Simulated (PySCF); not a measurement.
Species: C6H5NOSe.
Geometry (PBE0-D3(BJ)/def2-SVP, Å), atoms numbered from 1 in this order:
```
atom  x, y, z in Å
C1     4.132   -0.018    0.733
C2     2.935    0.141    0.603
C3     1.551    0.370    0.454
C4     0.540   -0.545    0.326
C5    -0.747    0.080    0.196
O6    -1.822   -0.697    0.063
C7    -3.064   -0.037   -0.062
N8    -0.834    1.381    0.210
Se9    0.808    2.095    0.403
H10    5.190   -0.168    0.847
H11    0.681   -1.625    0.325
H12   -3.075    0.619   -0.947
H13   -3.822   -0.823   -0.163
H14   -3.273    0.582    0.824
```

Linear response at B3LYP/def2-SVPD (PySCF, frozen core in the response, non-relativistic). The B3LYP/def2-SVPD calculation is non-relativistic and has no spin–orbit coupling, an omission that weighs most on selenium.

Static isotropic polarisability: 112.53 au (16.68 Å³), principal values 66.2, 105.5, 165.9 au.

What is the polarisability at 1064 nm and at the sodium D line?

114.34 au at 1064 nm (+1.6 %), 119.03 au at 589.3 nm (+5.8 %). The rise at 589.3 nm is 3.58 times that at 1064 nm; a pure ω² law gives 3.26. The lowest singlet lies at 299 nm, shorter than both wavelengths.

What is the isotropic C6 coefficient between two such molecules, C6 = (3/π)∫α(iω)² dω?

4299 au (Eh·bohr⁶) by a ten-point quadrature over imaginary frequencies, which is 2570 eV·Å⁶ or 248 J·nm⁶/mol.

Which effective excitation energy ω̄ makes London's formula C6 = (3/4)α²ω̄ exact here?

ω̄ = 4·C6/(3α²) = 0.453 Eh = 12.3 eV. A one-pole form α(ω) = α/(1 − ω²/ω̄²) fitted to the 1064 nm value gives 9.3 eV. London's choice of the ionisation energy (8.48 eV, ΔSCF at the same level) gives C6 = 2960 au, 31 % too low.

How many electrons N does the Slater–Kirkwood formula C6 = (3/4)·√N·α^(3/2) need to give this C6?

N = (4·C6/3)²/α³ = 23.1; the species has 90 electrons in all.

The lowest 6 singlets have (eV, f): 4.15, 0.080; 4.47, 0.000; 4.73, 0.000; 4.87, 0.200; 5.25, 0.000; 5.36, 0.001. What share of the static polarisability do they carry in the sum over states α = Σ f/ω²?

9.70 au, 8.6 % of α; the largest term, 6.24 au, is that of the state at 4.87 eV. Their oscillator strengths add up to 0.28. Higher states carry the rest.

What molar refraction at the D line follows from R = (4π/3)·N_A·α′, with α′ the polarisability volume?

α′ = 17.64 Å³ gives R = 44.49 cm³/mol, for isolated, non-vibrating species.

What three-body coefficient follows from the one-pole estimate C9 = (3/4)·α·C6?

363000 au. This is an estimate from the two numbers above, not a computed integral.

One conformer stands for the species.
